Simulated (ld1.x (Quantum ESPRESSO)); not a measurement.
# nitrogen (N): excitation energies, all-electron against TM semilocal

- Element: nitrogen
- Generator: ld1.x (Quantum ESPRESSO) 7.5
- Type: norm-conserving Troullier–Martins (semilocal form)
- Functional: PBEsol
- Relativity: scalar-relativistic
- Frozen core: [He]
- Valence charge: 5
- Reference configuration: 2s2 2p2.5 (charge +0.5)
- Partial waves: 2p (bound): rc 1.50 bohr; 2s (bound): rc 1.15 bohr
- Local potential: the s channel
- Core correction: a·sin(br)/r model core, default radius (core density twice the valence density)

Energies are relative to the spin-unpolarised reference configuration 2s2 2p2.5; without spin polarisation the order of configurations can differ from experiment. The frozen-core shift is the all-electron ΔE with the core orbitals held at their reference shape minus the fully relaxed ΔE.

| valence configuration | charge | ΔE all-electron (eV) | error AE − PS (meV) | frozen-core shift (meV) |
| --- | --- | --- | --- | --- |
| 2s2 2p3 | 0 | -5.063 | +0.5 | 0.0 |
| 2s2 2p2 | +1 | 8.458 | +3.0 | +0.1 |
| 2s2 2p1 | +2 | 37.195 | +89 | +1.9 |
| 2s2 2p0 | +3 | 84.080 | +529 | +12 |
| 2s1 2p3 | +1 | 20.173 | -9.2 | +0.5 |

Task: What are ΔE and the potential's error for 2s1 2p0?

Result: ΔE = 161.597 eV all-electron; the error (AE − PS) is +880 meV.

Task: What are ΔE and the potential's error for 2s2 2p3.3?

Result: ΔE = -6.667 eV all-electron; the error (AE − PS) is -0.2 meV.

Levels in the configuration 2s2 2p1:

| level | all-electron (eV) | pseudo (eV) |
| --- | --- | --- |
| 2s | -48.962 | -48.915 |
| 2p | -37.364 | -37.164 |
